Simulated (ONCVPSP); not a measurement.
**Configuration tests for caesium (Cs) (ONCV)**

| Property | Result |
| --- | --- |
| Element | caesium (Cs) |
| Generator | ONCVPSP 4.0.1 |
| Type | optimised norm-conserving Vanderbilt (ONCV) |
| Functional | LDA (Perdew-Wang 92) |
| Relativity | scalar-relativistic |
| Frozen core | [Kr] 4d10 |
| Valence charge | 9 |
| Reference configuration | 5s2 5p6 6s1 |
| Partial waves | 5s+6s: rc 3.35 bohr, ncon 5, nbas 9, qcut 3.1 1/bohr, 2 projectors; 5p: rc 2.95 bohr, ncon 4, nbas 7, qcut 4.7 1/bohr, 2 projectors, debl 1.7 Ha; d scattering state at 0.39 Ha: rc 3.10 bohr, ncon 4, nbas 8, qcut 2.7 1/bohr, 3 projectors, debl 0.5 Ha |
| Local potential | polynomial inside 1.95 bohr (lpopt 5, dvloc0 0 Ha) |
| Core correction | polynomial model core, fcfact 0.4 |

In the d channel the program set the typed energies aside and used 0.050, 0.550, 1.050 Ha.

Energies are relative to the spin-unpolarised reference configuration 5s2 5p6 6s1; without spin polarisation the order of configurations can differ from experiment.

Q: Give the all-electron excitation energy and the error of the potential for: 5s2 5p6 6s0; 5s2 5p6 6s0.5; 5s2 5p6 6s0 6p1; 5s2 5p5 6s1.

A:

```
valence configuration  charge  ΔE all-electron (eV)  error AE − PS (meV)
          5s2 5p6 6s0      +1                 3.997                 -0.7
        5s2 5p6 6s0.5    +0.5                 1.553                 -0.1
      5s2 5p6 6s0 6p1       0                 1.474                  0.0
          5s2 5p5 6s1      +1                17.990                  -15
```

Levels in the configuration 5s2 5p6 6s0:

| level | all-electron (eV) | pseudo (eV) |
| --- | --- | --- |
| 5s | -32.181 | -32.198 |
| 5p | -18.829 | -18.830 |

Note: ghosts flagged at negative energy: d at -437.1 eV; GHOST(+) flagged for s at 37.6 eV. A true bound ghost makes a file unfit for plane-wave use.
